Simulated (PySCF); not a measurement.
## Working out the ionisation energy of Mn

Mn [Ar] 3d5 4s2 (6S) → Mn⁺ [Ar] 3d5 4s1 (7S). Calculation: PySCF 2.14, in Sapporo-DKH3-DZP-2012 (6s5p3d1f, 43 functions); scalar relativity by spin-free X2C-1e. Frozen: [Ar]. Energies in hartree (1 hartree = 27.21139 eV):

| part | Mn (lower) | Mn⁺ (upper) |
| --- | --- | --- |
| UHF | -1157.357337 | -1157.134961 |
| MP2 opposite-spin | -0.033004 | 0.000000 |
| MP2 same-spin | -0.067886 | -0.068062 |

What does Hartree-Fock give?

(-1157.134961) − (-1157.357337) = 0.222376 hartree = 6.051 eV.

What do MP2 and SCS-MP2 (6/5 opposite-spin, 1/3 same-spin) give?

The opposite-spin parts differ by 0.898 eV and the same-spin parts by -0.005 eV. MP2: 6.051 + (0.898) + (-0.005) = 6.944 eV. SCS-MP2: 6.051 + 1.2 × (0.898) + (-0.005)/3 = 7.127 eV.

Measured between the centres of the two terms (NIST): 7.434 eV, so MP2 (valence) is off by -0.490 eV.

A double-zeta basis recovers only part of the correlation energy.

What remains against the reference includes basis incompleteness, the frozen core and correlation beyond second order.
